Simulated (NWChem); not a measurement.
System: KI cation, doublet; SMILES of the neutral closed-shell parent [I][K]

Here is an NWChem input.

```
start job
memory heap 200 mb stack 900 mb global 1100 mb
charge 1
geometry units angstroms
  K     -1.861506    -1.395008    -1.618927
  I      0.573516     0.429791     0.498779
end
basis spherical
  * library def2-svp
end
ecp
  I library def2-ecp
end
dft
  odft
  mult 2
  xc pbe0
  iterations 150
end
driver
  maxiter 120
end
task dft optimize
dft
  grid fine
  convergence energy 1d-8 density 1d-7
end
task dft freq numerical
```

Output (shortened):

```
             Northwest Computational Chemistry Package (NWChem) 7.3.0
             --------------------------------------------------------

 ORDER OF PRIMARY AXIS IS BEING SET TO 4
 C4V symmetry detected

                             Geometry "geometry" -> ""
                             -------------------------

 Output coordinates in angstroms (scale by  1.889725989 to convert to a.u.)

  No.       Tag          Charge          X              Y              Z
 ---- ---------------- ---------- -------------- -------------- --------------
    1 K                   19.0000     0.00000000     0.00000000    -2.72896774
    2 I                   53.0000     0.00000000     0.00000000     0.97830919

 Effective nuclear repulsion energy (a.u.)     143.7393266947

      Symmetry information
      --------------------

 Group name             C4v
 Group number             18
 Group order               8
 No. of unique centers     2

                                Z-matrix (autoz)
                                --------

 Units are Angstrom for bonds and degrees for angles

      Type          Name      I     J     K     L     M      Value
      ----------- --------  ----- ----- ----- ----- ----- ----------
    1 Stretch                  1     2                       3.70728

                           NWChem Geometry Optimization
                           ----------------------------

 maximum gradient threshold         (gmax) =   0.000450
 rms gradient threshold             (grms) =   0.000300
 maximum cartesian step threshold   (xmax) =   0.001800
 rms cartesian step threshold       (xrms) =   0.001200
 fixed trust radius                (trust) =   0.300000
 source of zmatrix                         =   autoz

          -------------------
          Energy Minimization
          -------------------

 Using diagonal initial Hessian
 Scaling for Hessian diagonals: bonds = 1.00  angles = 0.25  torsions = 0.10

          --------
          Step   0

                                 NWChem DFT Module
                                 -----------------

 Summary of "ao basis" -> "ao basis" (spherical)
 ------------------------------------------------------------------------------
       Tag                 Description            Shells   Functions and Types
 ---------------- ------------------------------  ------  ---------------------
 K                          def2-svp                10       24   5s3p2d
 I                          def2-svp                10       26   4s4p2d

      Symmetry analysis of basis
      --------------------------

        a1         20
        a2          0
        b1          4
        b2          4
        e          22

            General Information
            -------------------
          SCF calculation type: DFT
          Wavefunction type:  spin polarized.
          No. of atoms     :     2
          No. of electrons :    43
           Alpha electrons :    22
            Beta electrons :    21
          Charge           :     1
          Spin multiplicity:     2
          Use of symmetry is: on ; symmetry adaption is: on
          Maximum number of iterations: 150
          AO basis - number of functions:    50
                     number of shells:    20
          Convergence on energy requested:  1.00D-06
          Convergence on density requested:  1.00D-05
          Convergence on gradient requested:  5.00D-04

              XC Information
              --------------
                         PBE0 Method XC Functional
                     Hartree-Fock (Exact) Exchange  0.250
          PerdewBurkeErnzerhof Exchange Functional  0.750
            Perdew 1991 LDA Correlation Functional  1.000 local
           PerdewBurkeErnz. Correlation Functional  1.000 non-local

             Grid Information
             ----------------
          Grid used for XC integration:  medium
          Radial quadrature: Mura-Knowles
          Angular quadrature: Lebedev.
          Tag              B.-S. Rad. Rad. Pts. Rad. Cut. Ang. Pts.
          ---              ---------- --------- --------- ---------
          K                   2.20      112          14.0       590
          I                   1.40      123          14.0       590
          Grid pruning is: on
          Number of quadrature shells:   235
          Spatial weights used:  Erf1

      Superposition of Atomic Density Guess
      -------------------------------------

 Sum of atomic energies:        -946.20449178

 Renormalizing density from      44.00 to     43

      Non-variational initial energy
      ------------------------------

 Total energy =    -885.089493
 1-e energy   =   -1442.958912
 2-e energy   =     490.067849
 HOMO         =      -0.650847
 LUMO         =      -0.220370

   Symmetry analysis of molecular orbitals - initial alpha
   -------------------------------------------------------

 !! scf_movecs_sym_adapt:    8 vectors were symmetry contaminated

  Symmetry fudging

 !! scf_movecs_sym_adapt:    8 vectors were symmetry contaminated

  Numbering of irreducible representations:

     1 a1          2 a2          3 b1          4 b2          5 e

  Orbital symmetries:

[...]

      ----------------------
      Optimization converged
      ----------------------

  Step       Energy      Delta E   Gmax     Grms     Xrms     Xmax
  ---- ---------------- -------- -------- -------- -------- --------
@    6    -897.17524894  4.8D-06  0.00000  0.00000  0.00531  0.00919
                                     ok       ok

                                Z-matrix (autoz)
                                --------

 Units are Angstrom for bonds and degrees for angles

      Type          Name      I     J     K     L     M      Value     Gradient
      ----------- --------  ----- ----- ----- ----- ----- ---------- ----------
    1 Stretch                  1     2                       3.67561   -0.00000

                         Geometry "geometry" -> "geometry"
                         ---------------------------------

 Output coordinates in angstroms (scale by  1.889725989 to convert to a.u.)

  No.       Tag          Charge          X              Y              Z
 ---- ---------------- ---------- -------------- -------------- --------------
    1 K                   19.0000     0.00000000     0.00000000    -2.71313621
    2 I                   53.0000     0.00000000     0.00000000     0.96247766

 Effective nuclear repulsion energy (a.u.)     144.9775486115

      Symmetry information
      --------------------

 Group name             C4v
 Group number             18
 Group order               8
 No. of unique centers     2

                Final and change from initial internal coordinates
                --------------------------------------------------

                                Z-matrix (autoz)
                                --------

 Units are Angstrom for bonds and degrees for angles

      Type          Name      I     J     K     L     M      Value       Change
      ----------- --------  ----- ----- ----- ----- ----- ---------- ----------
    1 Stretch                  1     2                       3.67561   -0.03166

 ==============================================================================
                                internuclear distances
 ------------------------------------------------------------------------------
       center one      |      center two      | atomic units |  angstroms
 ------------------------------------------------------------------------------
    2 I                |   1 K                |     6.94590  |     3.67561
 ------------------------------------------------------------------------------
                         number of included internuclear distances:          1
 ==============================================================================

[second-derivative integrals and response iterations left out]

  Vibrational analysis via the FX method

  See chapter 2 in "Molecular Vibrations" by Wilson, Decius and Cross

  Vib: Default input used

[...]

 Rotational Constants
 --------------------
 A=   0.000000 cm-1  (  0.000000 K)
 B=   0.041857 cm-1  (  0.060222 K)
 C=   0.041857 cm-1  (  0.060222 K)

 Temperature                      =   298.15K
 frequency scaling parameter      =   1.0000

 Linear Molecule

 Zero-Point correction to Energy  =    0.102 kcal/mol  (  0.000163 au)
 Thermal correction to Energy     =    2.079 kcal/mol  (  0.003313 au)
 Thermal correction to Enthalpy   =    2.671 kcal/mol  (  0.004256 au)

 Total Entropy                    =   64.200 cal/mol-K
   - Translational                =   41.208 cal/mol-K (mol. weight = 165.8641)
   - Rotational                   =   18.885 cal/mol-K (symmetry #  =        1)
   - Vibrational                  =    4.108 cal/mol-K

 Cv (constant volume heat capacity) =    6.932 cal/mol-K
   - Translational                  =    2.979 cal/mol-K
   - Rotational                     =    1.986 cal/mol-K
   - Vibrational                    =    1.967 cal/mol-K

[normal modes left out]

 ----------------------------------------------------------------------------
 Normal Eigenvalue ||           Projected Infra Red Intensities
  Mode   [cm**-1]  || [atomic units] [(debye/angs)**2] [(KM/mol)] [arbitrary]
 ------ ---------- || -------------- ----------------- ---------- -----------
    1        0.000 ||    0.021379           0.493        20.841      17.697
    2        0.000 ||    0.021379           0.493        20.841      17.697
    3        0.000 ||    0.000060           0.001         0.059       0.050
    4        0.000 ||    0.000060           0.001         0.059       0.050
    5        0.000 ||    0.006029           0.139         5.877       4.991
    6       71.572 ||    0.023577           0.544        22.984      19.516
 ----------------------------------------------------------------------------
```

Level: PBE0/def2-SVP with def2 effective core potentials on I, spin-unrestricted. The state is orbitally degenerate and is run as one real component. This spin state was assumed; another may lie lower. def2 effective core potentials on I; no spin-orbit coupling.
